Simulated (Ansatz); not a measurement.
Diborane 1,1-di Cl (B₂H₄Cl₂), relaxed as a singlet with RKS PBE0-D4/def2-SVP in Ansatz, starting from the GFN2-xTB geometry. Force threshold 0.02 eV/Å.

Start:

```
atom   x (Å)   y (Å)   z (Å)
  B1  -0.479  -0.167  -0.685
 Cl2   0.239  -0.551  -2.247
 Cl3  -2.241  -0.121  -0.611
  H4   0.058  -0.919   0.328
  B5   0.562   0.192   0.802
  H6   0.049   0.443   1.822
  H7   1.727   0.153   0.717
  H8   0.085   0.969  -0.127
```

Q: Estimate the energy that the relaxation releases and the steps that it takes.

A: 9.8 kJ/mol, in 5 steps; 22 s on 4 threads of Intel Xeon on a shared host. No frequencies were taken in this run, so the end may be a saddle point.

Q: Does the start keep its bonding and symmetry?

A: By distances, no bond broke or formed. The bond that changes most is B1–B5, from 1.85 to 1.77 Å (atoms count from 1). Point group C2v at the start, C2v at the end, both within 0.05 Å.

Q: Predict the relaxed structure.

A: 
| atom | x (Å) | y (Å) | z (Å) |
| --- | --- | --- | --- |
| B1 | -0.458 | -0.154 | -0.655 |
| Cl2 | 0.296 | -0.542 | -2.205 |
| Cl3 | -2.222 | -0.105 | -0.545 |
| H4 | 0.055 | -0.949 | 0.333 |
| B5 | 0.540 | 0.181 | 0.772 |
| H6 | -0.024 | 0.440 | 1.799 |
| H7 | 1.733 | 0.135 | 0.641 |
| H8 | 0.080 | 0.994 | -0.141 |
Bond lengths: 2 × B–Cl 1.77 Å; 1 × B–B 1.77 Å; 6 × B–H 1.20 to 1.37 Å.
